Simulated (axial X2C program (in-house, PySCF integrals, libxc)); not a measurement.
## Worked dissociation energy of LiSb: CCSD(T), spin-free

Calculated with an axial X2C code built on PySCF integrals. Spin-free means the one-electron spin-free X2C Hamiltonian. Basis: Sb dyall-cv3z [11s12p8d4f1g], Li dyall-cv3z [7s8p2d] (cores contracted in-house); Gaussian nuclei, density fitting, unrestricted open shells. Masses: Sb 120.904 u, Li 7.016 u.

Molecular state: M_S = 1, Λ = 0 (beyond evenly filled blocks: π+α, π-α).

Correlated methods: 6 electrons correlated (number of frozen shells: Sb 4 s, 3 p, 2 d; Li 1 s), 232 virtual spin orbitals or spinors in MP2, 70 natural virtuals in coupled cluster.

| Property | Result |
| --- | --- |
| E(Sb) (2M_S = 3, M_L = 0) | -6478.118412 hartree |
| E(Li) (2M_S = 1, M_L = 0) | -7.433417 hartree |
| E(LiSb) at Re | -6485.604411 hartree |
| ωe | 388.2 cm⁻¹ |
| ωexe | 1.99 cm⁻¹ |

Problem. Work out De and D0.

Solution. De = -6478.118412 + (-7.433417) − (-6485.604411) = 0.05258 hartree = 1.431 eV. The zero-point energy is ωe/2 − ωexe/4 = 194 cm⁻¹ = 0.024 eV, so D0 = 1.407 eV.

The state is one determinant whose occupation by symmetry is held fixed; it was picked as the lowest of a PBE0 search that is not exhaustive. Dissociation energies refer to the lowest single-determinant-based atoms at the same level and basis. Coupled cluster ran in a truncated set of natural virtual spinors; the MP2 energy of the rest was added. (T) has no such correction and the atoms are truncated less, which lowers De at CCSD(T) by a hundredth of an eV or more. Other states lie close and PBE0, whose exact exchange favours high spin, may order them wrongly; the determinant shown need not be the ground state. The nearest other spin-free determinant of the search, M_S = 0, Λ = 2, lies 0.76 eV up at the distance of the search. The determinant is spin-polarised beyond a pure state at some levels (its spin-free form has ⟨S²⟩ too high), which makes Re and μ there less reliable. With the outer-core shells frozen, correlated bond lengths of heavy atoms tend to come out a few hundredths of an ångström too long.

Each atomic determinant is the lowest at this level and need not be a pure term. Totals compare only within one Hamiltonian and basis.
